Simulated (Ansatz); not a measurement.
Molecule (SMILES): [Cl][GeH][Cl], doublet.
Atoms: Ge1, Cl2, Cl3, H4. Bonds: Ge1-Cl2, Ge1-Cl3, Ge1-H4.

How fast the optimised Ge1-Cl2 bond length converges with the basis for several methods (Ansatz, a quantum-chemistry and plane-wave program): deviation from each method's own reference, in Å. References: HF 2.1494 Å, the value in pcseg-3; PBE 2.1778 Å, the value in pcseg-3; PBE0 2.1508 Å, the value in pcseg-3. Cartesian d functions, on some or all atoms, in 6-311G**; all else is spherical. Open shells are unrestricted. No added dispersion term, no relativity. 

| basis | functions | HF | PBE | PBE0 |
|---|---|---|---|---|
| cc-pV(D+d)Z | 78 | 0.0119 | ? | 0.0139 |
| aug-pcseg-1 | 99 | 0.0194 | ? | 0.0229 |
| 6-311G** | 104 | 0.0090 | ? | 0.0110 |
| aug-cc-pV(D+d)Z | 109 | 0.0169 | ? | 0.0172 |
| cc-pV(T+d)Z | 135 | 0.0018 | ? | 0.0018 |
| def2-TZVPPD | 173 | 0.0010 | ? | 0.0015 |
| aug-cc-pV(T+d)Z | 192 | 0.0024 | ? | 0.0025 |
| pcseg-3 | 229 | 0.0000 | ? | 0.0000 |

Task: Some entries are withheld; supply them.

Result: 
- cc-pV(D+d)Z, PBE: 0.0149
- aug-pcseg-1, PBE: 0.0250
- 6-311G**, PBE: 0.0131
- aug-cc-pV(D+d)Z, PBE: 0.0181
- cc-pV(T+d)Z, PBE: 0.0014
- def2-TZVPPD, PBE: 0.0010
- aug-cc-pV(T+d)Z, PBE: 0.0024
- pcseg-3, PBE: 0.0000

Mean absolute deviation over 6-311G**, cc-pV(T+d)Z, def2-TZVPPD, aug-cc-pV(T+d)Z: HF 0.0035, PBE0 0.0042, PBE 0.0045 Å.
